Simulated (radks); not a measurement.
Question: Mo XXIX, configuration [Ne] 3s2 3p2. Calculated with a radial shooting solver on a logarithmic mesh with Libxc functionals: Dirac Kohn-Sham, LB94 model potential, spin-unpolarised, spherical densities, finite nucleus; open shells fill j = l - 1/2 first; Fermi nuclear charge, rms radius 4.4091 fm.

Spin-orbit splittings of the eigenvalues, e(l+1/2) - e(l-1/2), with zeta = 2 splitting/(2l+1) and mean radii in bohr:

shell  occ.  splitting (eV)  zeta (eV)  <r> j=l-1/2  <r> j=l+1/2
2p        6           110.6      73.71       0.1285       0.1329
3p        2               ?          ?       0.3581       0.3650
3d        0           6.049      2.420       0.3198       0.3219

Estimate the 3p splitting.

Answer: 26.36 eV (zeta = 17.58 eV).
